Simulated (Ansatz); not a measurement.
A CCSD(T) single point on C$_{2}$F$_{5}$ (`F[C](F)C(F)(F)F`) radical.

```yaml
crystal:
  periodic: [false, false, false]
  atoms:
    - {symbol: F, position_ang: [1.564704, -0.877726, 0.484557]}
    - {symbol: C, position_ang: [0.327997, -0.498129, 0.704389]}
    - {symbol: F, position_ang: [-0.464186, -1.512673, 0.959362]}
    - {symbol: C, position_ang: [-0.216727, 0.480141, -0.314955]}
    - {symbol: F, position_ang: [0.596082, 1.524248, -0.412861]}
    - {symbol: F, position_ang: [-1.420548, 0.893610, 0.059574]}
    - {symbol: F, position_ang: [-0.326022, -0.077472, -1.525766]}
basis:
  gaussian: {orbitals: def2-SVP}
magnetization: {spin_polarized: true, initial_magnetization: 1}
correlation: {method: ccsd_t}
scf: {omitted_lower_state_checks: [cluster_reference]}
```

```sh
$ ansatz run in.yaml --threads 2 --pin off --events-out ev --progress --plain --max-ram 32768MiB --backend cuda --devices 0, --max-vram 18GiB
```

Log, shortened:

```
Functional definition: HF
944 factors; integrals over basis functions are off by at most 1.0e-3 eV
mean field evaluation 1: about -15570.9853 eV, gradient 3.6e1 eV
mean field evaluation 2: about -15571.1440 eV, gradient 3.6e1 eV
mean field evaluation 4: about -15576.1891 eV, gradient 3.4e0 eV
mean field evaluation 8: about -15576.3119 eV, gradient 2.3e-1 eV
mean field evaluation 16: about -15576.3127 eV, gradient 1.9e-6 eV
mean field -15576.31265786 eV, -572.4189321724 hartree, gradient 1.9e-6 eV, S^2 0.755997; 0 other end points of the search recorded, 0 dependent functions left out
7 core orbitals not correlated: weight in the atoms' cores, before any rotation towards them, 1.000 or more for the frozen orbitals, at most 0.000 for the correlated occupied ones
reference -15576.31265786 eV, -572.4189321724 hartree; 22, 21 occupied and 69, 70 virtual orbitals, 944 factors
second order -31.13290033 eV of doubles, -0.00000000 eV of singles
cycle   1  -30.90674380 eV  change    2.3e-1 eV  update   1.2e-1
cycle   2  -31.53469493 eV  change   -6.3e-1 eV  update   3.3e-2
cycle   3  -31.70053852 eV  change   -1.7e-1 eV  update   1.9e-2
cycle   4  -31.69433779 eV  change    6.2e-3 eV  update   5.2e-3
cycle   5  -31.69036684 eV  change    4.0e-3 eV  update   2.4e-3
cycle   6  -31.69145123 eV  change   -1.1e-3 eV  update   7.8e-4
cycle   7  -31.69155073 eV  change   -1.0e-4 eV  update   3.1e-4
cycle   8  -31.69149538 eV  change    5.5e-5 eV  update   1.4e-4
cycle   9  -31.69154958 eV  change   -5.4e-5 eV  update   5.9e-5
cycle  10  -31.69153984 eV  change    9.7e-6 eV  update   2.2e-5
perturbative correction -0.63614783 eV, -0.0233780015 hartree
Total energy: -15608.64034552 eV, -573.6069527816 hartree
Checks for a lower state left out: cluster_reference
```

Run time 4 s (2 threads of an AMD EPYC 7R13 on a shared host and a share of an NVIDIA H100 80 GB); peak host memory 0.79 GiB.

Correlation energy per correlated electron: -0.752 eV. T1 diagnostic: 0.0136.
